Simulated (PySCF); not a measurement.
C3H8OSi. Atoms are numbered in the order given.

```xyz
13

C      0.2454     2.5200     0.0000
Si    -0.4966     0.7851     0.0000
C      0.9187    -0.4911     0.0000
C      0.4493    -1.9234     0.0000
O     -0.7099    -2.2592     0.0000
H     -0.5471     3.2854     0.0000
H      0.8721     2.6843    -0.8917
H      0.8721     2.6843     0.8917
H     -1.3353     0.5926     1.2164
H     -1.3353     0.5926    -1.2164
H      1.5818    -0.3443    -0.8740
H      1.5818    -0.3443     0.8740
H      1.2604    -2.6999     0.0000
```
Charge 0, spin multiplicity 1.

Coordinates come from a B3LYP-D3(BJ)/def2-SVP optimisation. This is a generated structure with no PubChem entry under its InChIKey; it may be hypothetical. Other conformers were not sampled.

These are HF/pcSseg-1 (PySCF) values and carry that method's errors.

GIAO shieldings, no solvent; atoms alike by connectivity are averaged. δ = σ(ref) − σ: ¹³C against TMS (σ = 192.6 ppm); ²⁹Si against TMS (σ = 393.8 ppm); ¹⁷O against H2O (σ = 333.0 ppm); ¹H against TMS (σ = 31.99 ppm), references at their B3LYP-D3(BJ)/def2-TZVP geometries, non-relativistic.

Task: Estimate the chemical shifts. (The exact figures need the calculation; the answer reports its results.)

Result: 
| nucleus | atoms | count | δ (ppm) |
|---|---|---|---|
| ¹³C | C4 | 1 | 205.2 |
| ¹³C | C3 | 1 | 30.5 |
| ¹³C | C1 | 1 | -3.7 |
| ²⁹Si | Si2 | 1 | -39.5 |
| ¹⁷O | O5 | 1 | 705.8 |
| ¹H | H13 | 1 | 9.75 |
| ¹H | H9, H10 | 2 | 4.28 |
| ¹H | H11, H12 | 2 | 1.90 |
| ¹H | H6, H7, H8 | 3 | 0.47 |
